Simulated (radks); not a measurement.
The numbers below are computed, except where a source is named.
Task: Radial electron density D(r) = 4 pi r^2 rho(r) of an atom or ion with 50 electrons. Code: a radial shooting solver on a logarithmic mesh with Libxc functionals. Model: Dirac Kohn-Sham, LB94 model potential, spin-unpolarised, spherical densities, finite nucleus; Fermi nuclear charge, rms radius of each element as measured or else 0.836 A^(1/3) + 0.57 fm.

r (bohr),D(r) (e/bohr)
0.002467,7.839
0.003371,12.76
0.004568,19.85
0.006241,29.88
0.008459,41.96
0.01156,54.85
0.01566,64.30
0.02123,66.83
0.029,62.11
0.0393,57.98
0.05369,65.16
0.07276,80.38
0.0994,82.68
0.1347,66.06
0.184,60.25
0.2494,69.88
0.338,55.16
0.4618,26.36
0.6259,23.02
0.8551,23.45
1.159,13.23
1.583,5.458
2.146,2.710
2.931,1.156
3.973,0.2846
5.384,0.03033
7.355,0.0009430

What is the nuclear charge?

Result: Z = 51. The innermost maximum, from 1s, lies near gamma/Z bohr with gamma = sqrt(1 - (Z/c)^2) = 0.928, here 0.0182 bohr (found: 0.0201), and its height grows with Z. The density is that of the antimony ion Sb+ in [Kr] 4d10 5s2 5p2; the configuration itself is not fixed sharply by these data, and Z only to a few units. D(r) has 4 maxima, at r = 0.0201, 0.0882, 0.255, 0.746 bohr, and minima at 0.0393, 0.169, 0.551 bohr, inside which lie 2.04, 11.24, 29.09 electrons.
